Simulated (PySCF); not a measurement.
SMILES [Si](OC)(OC)(OC)[CH2], doublet (GFN2-xTB optimised geometry):

```
19

C     -1.495     1.862     0.000
Si    -0.665     0.200     0.000
O      0.964     0.200     0.000
C      1.773     0.809     0.961
O     -0.857    -0.689    -1.348
C     -2.079    -1.045    -1.921
O     -1.319    -0.455     1.354
C     -1.051    -1.718     1.900
H     -2.037     2.250     0.842
H     -1.444     2.513    -0.854
H      1.811     1.889     0.799
H      2.778     0.396     0.864
H      1.401     0.626     1.972
H     -2.778    -1.422    -1.171
H     -1.888    -1.823    -2.661
H     -2.536    -0.183    -2.414
H      0.018    -1.849     2.084
H     -1.383    -2.513     1.227
H     -1.594    -1.793     2.844
```

Method: PySCF with unrestricted PBE0/def2-SVP.

### Question
What are the frontier orbital energies (α orbitals alone; a β orbital can be the lowest empty one) and the dipole moment?

### Answer
HOMO-2 -8.15 eV, HOMO-1 -7.85 eV, HOMO -6.92 eV, LUMO 1.60 eV, LUMO+1 2.33 eV; dipole moment 1.20 D.

On the same geometry unrestricted PBE/def2-SVP (PySCF) gives HOMO-2 -6.50 eV, HOMO-1 -6.21 eV, HOMO -5.41 eV, LUMO 0.71 eV, LUMO+1 1.43 eV; dipole moment 1.09 D.

Meta-Löwdin charges at PBE0/def2-SVP: C1 -0.46, Si2 1.37, O3 -0.60, C4 -0.07, O5 -0.60, C6 -0.07, O7 -0.61, C8 -0.07, H9 0.13, H10 0.12, H11 0.09, H12 0.11, H13 0.09, H14 0.09, H15 0.11, H16 0.09, H17 0.09, H18 0.09, H19 0.11.
